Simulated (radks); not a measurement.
Question: The mean radii <r> (bohr) of the occupied orbitals of an atom or ion are listed with their occupations. All-electron calculation, Dirac Kohn-Sham, AM05, spin-unpolarised, spherical densities, finite nucleus; Fermi nuclear charge, rms radius of each element as measured or else 0.836 A^(1/3) + 0.57 fm. Program: a radial shooting solver on a logarithmic mesh with Libxc functionals.

orbital  occ.      <r>
1s1/2       2  0.06966
2s1/2       2   0.3199
2p1/2       2   0.2816
2p3/2       3   0.2842
3s1/2       2   0.9143
3p1/2       2   0.9342
3p3/2       3   0.9398
4s1/2       1    2.116

Name the element and its charge. Open shells, if any, fill j = l - 1/2 first.

Answer: Z = 22, titanium, charge +5: Ti5+ in [He] 2s2 2p5 3s2 3p5 4s1. The 1s radius gives Z: for a bare nucleus <r> = (2 gamma + 1)/(2Z) with gamma = sqrt(1 - (Z/c)^2), 0.06759 bohr for Z = 22, and screening makes it slightly larger (0.06966 here). The occupations add up to 17, and the charge is Z minus that.
